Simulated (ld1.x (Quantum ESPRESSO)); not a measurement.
Configuration tests for Tc (Z = 43) (RRKJ)

```json
{"Element": "technetium", "Generator": "ld1.x (Quantum ESPRESSO) 7.5", "Type": "norm-conserving RRKJ (Kleinman–Bylander form)", "Functional": "PBE", "Relativity": "scalar-relativistic", "Frozen core": "[Ar] 3d10", "Valence charge": "15", "Reference configuration": "4s2 4p6 4d5 5s1 5p1", "Partial waves": "4s (bound): rc 1.50 bohr; 4p (bound): rc 1.20 bohr; 4d (bound): rc 1.55 bohr", "Local potential": "the d channel", "Core correction": "none"}
```

Occupied shells without a wave of their own: 5p, 5s. They enter only through the test configuration that unscreens the potential.

Energies are relative to the spin-unpolarised reference configuration 4s2 4p6 4d5 5s1 5p1; without spin polarisation the order of configurations can differ from experiment.

Q: Give the all-electron excitation energy and the error of the potential for: 4s2 4p6 4d5 5s2 5p0; 4s2 4p6 4d5 5s1 5p0; 4s2 4p6 4d5 5s0 5p0; 4s2 4p6 4d5 5s0 5p2; 4s2 4p6 4d6 5s1 5p0; 4s1 4p6 4d5 5s2 5p0; 4s2 4p6 4d4 5s0 5p0.

A:

| valence configuration | charge | ΔE all-electron (eV) | error AE − PS (meV) |
| --- | --- | --- | --- |
| 4s2 4p6 4d5 5s2 5p0 | 0 | -3.754 | +58 |
| 4s2 4p6 4d5 5s1 5p0 | +1 | 4.399 | +10 |
| 4s2 4p6 4d5 5s0 5p0 | +2 | 19.250 | -72 |
| 4s2 4p6 4d5 5s0 5p2 | 0 | 3.957 | -69 |
| 4s2 4p6 4d6 5s1 5p0 | 0 | -4.694 | +3.0 |
| 4s1 4p6 4d5 5s2 5p0 | +1 | 76.191 | +71 |
| 4s2 4p6 4d4 5s0 5p0 | +3 | 47.956 | -102 |
